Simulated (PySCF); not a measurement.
Run record: geometry optimisation, `[O]=[V]([O-])([O-])[O][V](=[O])([O-])[O-]`.

Computed with PBE0-D3(BJ)/def2-TZVP geometry optimisation, gas phase (PySCF 2.14.0). Start geometry: GFN2-xTB. A driver script takes a list of jobs; this job's settings line and coordinates (Å) are shown.

Command:
```bash
OMP_NUM_THREADS=2 python probes_run.py task.json out
```

Input:
```
{"job": {"xc": "PBE0", "basis": "def2-TZVP", "d3": "d3bj", "grid": 2, "shake": 0.01, "kind": "geom"}, "charge": -4, "multiplicity": 1}
O     -2.663660     0.462040    -0.967290
V     -1.605440     0.815630     0.206740
O     -1.523000     2.451420     0.235180
O     -2.323440     0.415710     1.598650
O     -0.001120    -0.005800    -0.029840
V      1.598780    -0.813990    -0.249280
O      1.489960    -2.408140    -0.627380
O      2.574250    -0.771280     1.076170
O      2.511480    -0.162750    -1.422210
```

Output:
```
step   0  E = -2413.54865925  max force = 0.064847
step   1  E = -2413.57388394  max force = 0.032434
step   2  E = -2413.57980836  max force = 0.007728
step   3  E = -2413.58004644  max force = 0.001570
step   4  E = -2413.58006157  max force = 0.000626
step   5  E = -2413.58006714  max force = 0.000378
optimisation converged
```

Energies in Eh; «max force» is the largest Cartesian gradient component in Eh/bohr.

How much energy does the optimisation release, in eV?

E(step 0) − E(last step) = 0.031408 Eh, which is 0.855 eV.

Give the first gradient maximum in eV/Å.

With 1 Eh/bohr = 51.422 eV/Å, 3.335 eV/Å.

Summary of the converged run: final energy -2413.58007 Eh after 5 steps.

Where do the atoms end?

0.087 Å rms from the input after alignment:
```
atom  x, y, z in Å
O1    -2.6928    0.4284   -1.0400
V2    -1.6369    0.8342    0.2218
O3    -1.4384    2.5173    0.2469
O4    -2.3250    0.3431    1.6901
O5     0.0045   -0.0038   -0.0259
V6     1.6497   -0.8377   -0.2615
O7     1.4237   -2.4713   -0.6523
O8     2.5703   -0.7394    1.1583
O9     2.5029   -0.0874   -1.5176
```

The ion is multiply charged and computed in the gas phase, without counter-ions or solvent; whether it holds all its electrons wasn't checked.

Hardware: 2 threads, Intel Xeon at 2.50 GHz (x86_64), shared host. Cost: 19 min wall, 22 min CPU, 2.2 GiB resident at most.
Labels such as C1 count atoms from 1, the log's own numbers from 0.
